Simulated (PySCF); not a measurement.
In(F)(Br)(NH2) (BrFH₂InN), SMILES [NH2][In]([F])[Br]. Coordinates come from a PBE-D3(BJ)/def2-SVP optimisation. The structure was generated by enumeration; whether it is a known compound was not checked. The def2 effective core potentials stand for the cores of In; spin–orbit coupling is left out. The values are those of a single conformer.

All values below come from PySCF with PBE-D3(BJ)/def2-SVP.

Harmonic wavenumbers (cm⁻¹): 83, 115, 116, 224, 248, 495, 586, 625, 820, 1473, 3406, 3513. Rotational constants (GHz): 4.678, 1.210, 0.9636; symmetry number 1.

Problem. Work out the zero-point energy and the ideal-gas rigid-rotor harmonic-oscillator thermochemistry at 298.15 K and 1 atm.

Solution. ZPE = ½ Σ hcν = ½ × 11703 cm⁻¹ = 16.73 kcal/mol. H − E(el) = 21.49 kcal/mol. Entropy in cal/(mol K): translation 42.20, rotation 28.47, vibration 15.61, total 86.27. G − E(el) = -4.23 kcal/mol. Cp = 21.36 cal/(mol K). Modes under 150 cm⁻¹ make the vibrational entropy uncertain.
